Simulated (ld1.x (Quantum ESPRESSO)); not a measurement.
**lanthanum (La), TM: configuration errors across variants**

| Property | Result |
| --- | --- |
| Element | La |
| Generator | ld1.x (Quantum ESPRESSO) 7.5 |
| Type | norm-conserving Troullier–Martins (Kleinman–Bylander form) |
| Functional | PBE |
| Relativity | fully relativistic |
| Frozen core | [Kr] 4d10 |
| Valence charge | 11 |
| Reference configuration | 4f0 5s2 5p6 5d1 6s1 6p0 (charge +1) |
| Partial waves | 5s (bound): rc 2.50 bohr; 5p (bound): rc 2.70 bohr; 5d (bound): rc 2.50 bohr; 4f (bound, empty): rc 1.30 bohr |
| Local potential | all-electron potential smoothed inside 2.50 bohr (lloc = -1) |
| Core correction | none |

Open shells are filled in proportion to 2j + 1 (rel_dist='average').

Occupied shells without a wave of their own: 6s. They enter only through the test configuration that unscreens the potential.

All-electron excitation energies from the reference (eV): (1) 4f0 5s2 5p6 5d1 6s2 6p0 -5.966; (2) 4f0 5s2 5p6 5d1 6s0 6p0 10.886; (3) 4f0 5s2 5p6 5d0 6s0 6p0 29.825; (4) 4f0 5s1 5p6 5d1 6s2 6p0 38.014; (5) 4f0 5s2 5p6 5d2 6s0 6p0 0.072; (6) 4f0 5s2 5p6 5d0 6s2 6p1 -3.673; (7) 4f1 5s2 5p6 5d0 6s1 6p0 0.305.

For the base: The 6s level has no wave, so the channel is fitted at the deeper level alone: the likely source of the large errors.

Errors AE − PS in meV (a dash: test not solved or not reliable):

| change | (1) | (2) | (3) | (4) | (5) | (6) | (7) | bound ghosts |
| --- | --- | --- | --- | --- | --- | --- | --- | --- |
| base | +62 | -125 | -184 | +126 | -78 | +89 | +253 | not determined |
| wave 5d (bound): rc 2.50 bohr becomes 5d (bound): rc 1.74 bohr | +62 | -125 | -184 | +129 | -77 | +91 | +265 | not determined |
| wave 5d (bound): rc 2.50 bohr becomes 5d (bound): rc 2.04 bohr | +62 | -125 | -184 | +126 | -78 | +90 | +254 | not determined |
| wave 5d (bound): rc 2.50 bohr becomes 5d (bound): rc 2.24 bohr | +62 | -125 | -184 | +125 | -78 | +89 | +252 | not determined |
| wave 5d (bound): rc 2.50 bohr becomes 5d (bound): rc 2.68 bohr | +62 | -125 | -184 | +126 | -78 | +89 | +255 | not determined |
| wave 5d (bound): rc 2.50 bohr becomes 5d (bound): rc 3.36 bohr | +62 | -125 | -183 | +126 | -78 | +90 | +254 | not determined |
| wave 5d (bound): rc 2.50 bohr becomes 5d (bound): rc 3.70 bohr | +62 | -126 | -174 | +122 | -75 | +94 | +238 | not determined |

Problem. Give the same row for: wave 5d (bound): rc 2.50 bohr becomes 5d (bound): rc 3.04 bohr.

Solution. +62, -125, -185, +127, -78, +89, +258; bound ghosts: not determined.
